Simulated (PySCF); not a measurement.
Calculation: TPSSh-D3(BJ)/def2-TZVP // PBE0-D3(BJ)/def2-SVP (PySCF). Isolated molecules, 0 K electronic values unless said otherwise. One relaxed conformer stands for a flexible species; it need not be the lowest. Excitations are Tamm–Dancoff values on a coarser integration grid. The basis has no diffuse functions, so Rydberg states are missing or too high.

Reference species (SMILES): `B[C@@H]1CCC[C@H](C#N)C1` (neutral, multiplicity 1).

```json
{
 "HOMO–LUMO gap": "6.50 eV",
 "S1–T1 gap (TDA)": "0.61 eV"
}
```

Changed species: `B[C@@H]1CCCC[C@H]1C#N`.

Give the shifts of the HOMO–LUMO gap and S1–T1 gap (TDA).

the HOMO–LUMO gap decreases by 0.66 eV, to 5.84 eV; the S1–T1 gap (TDA) falls by 0.12 eV, to 0.49 eV.
